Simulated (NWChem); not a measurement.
Molecule: iminoborane (BNH₂); SMILES B=N

All runs: NWChem. All runs use the structure optimised with PBE0-D3(BJ)/def2-TZVP.

Q: Order these by “orbital gap (eV)”, lowest first: B3LYP/pcseg-1; B3LYP/def2-TZVPP; B3LYP/def2-QZVP; B3LYP/aug-pcseg-1; B3LYP/3-21G.

A: B3LYP/aug-pcseg-1 (8.28), B3LYP/def2-QZVP (8.65), B3LYP/def2-TZVPP (8.80), B3LYP/pcseg-1 (9.08), B3LYP/3-21G (9.59)
